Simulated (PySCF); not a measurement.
Species: C4H3ClN2O2S.
Geometry (GFN2-xTB, Å), atoms numbered from 1 in this order:
```
atom  x, y, z in Å
C1    -2.543   -0.244    0.114
O2    -1.174   -0.608    0.225
C3    -0.298    0.363   -0.003
O4    -0.590    1.497   -0.291
C5     1.094   -0.117    0.140
N6     1.399   -1.386    0.460
N7     2.616   -1.645    0.545
S8     3.605   -0.341    0.240
C9     2.234    0.665   -0.034
Cl10   2.312    2.298   -0.436
H11   -2.784    0.548    0.826
H12   -2.760    0.113   -0.895
H13   -3.112   -1.144    0.333
```

Level of theory: PySCF 2.14.0, density-fitted response routines, TDDFT B3LYP/def2-SVPD, vertical, gas phase, core orbitals frozen in the response.

Ground-to-excited transition dipoles (e·a0, same axes as the geometry; the sign carries no meaning), for the states with f of 0.002 or more among the lowest 8:

```csv
state,E (eV),μx,μy,μz
S3,4.802,-0.003,0.034,0.138
S4,5.071,-0.513,-0.489,0.112
S5,5.235,0.200,0.646,-0.157
S8,5.788,-0.360,-0.191,0.042
```

(1) Work out the oscillator strengths.

(2) Label these states by symmetry in Cs.

(3) What angle do the transition dipoles of S4 and S5 make?

(4) What peak molar absorption coefficient would the strongest computed level give as a lone Gaussian band 0.4 eV wide at half height?

Results:

(1) f = (2/3) ΔE |μ|² with ΔE in hartree (27.2114 eV).

```tsv
state	|μ|² (au)	|μ| (D)	f
S3	0.020	0.36	0.002
S4	0.515	1.82	0.064
S5	0.483	1.77	0.062
S8	0.168	1.04	0.024
```

(2) Polarised normal to the mirror plane, so A″: S3. Polarised in the mirror plane, so A′: S4, S5 and S8.

(3) |cos θ| = |μa·μb| / (|μa| |μb|) = 0.88, so θ ≈ 29° (taken between 0 and 90°, since the signs are arbitrary).

(4) ε(max) = 2.175×10⁸ f / FWHM, with the width in cm⁻¹. S4: 2.175×10⁸ × 0.0640 / 3226 ≈ 4300 L mol⁻¹ cm⁻¹.

Hardware: one thread, Arm Neoverse V2 (aarch64), shared host. Cost: 59 s wall, 0.97 GiB resident at most.

One conformer stands for the species.
